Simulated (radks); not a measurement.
The numbers below are computed, except where a source is named.
Problem. Valence configurations of neutral erbium (all share [Xe]). Level of theory: scalar-relativistic Kohn-Sham, PBEsol, spin-polarised, spherical densities, point nucleus; open shells are filled with parallel spins first (spin-orbit coupling, left out, can overturn this in heavy ions) (a radial shooting solver on a logarithmic mesh with Libxc functionals). Order these by energy: 4f11 5d1 6s2; 4f12 5d1 6s1; 4f12 6s2; 4f11 6s2 6p1; 4f11.5 6s2 6p0.5; 4f12 6s1 6p1.

Solution. From the lowest, in eV above it: 4f12 6s2 0.000; 4f11.5 6s2 6p0.5 1.522; 4f12 6s1 6p1 2.239; 4f12 5d1 6s1 2.346; 4f11 5d1 6s2 3.525; 4f11 6s2 6p1 4.975. NIST lists [Xe] 4f12 6s2 as the ground configuration; this level of theory agrees among the configurations tried. The energies are those of spherical high-spin densities, not of single terms. No valid solution was reached for [Xe] 4f13 6p1; [Xe] 4f13 6s1; [Xe] 4f14; [Xe] 4f12.5 6s1.5.
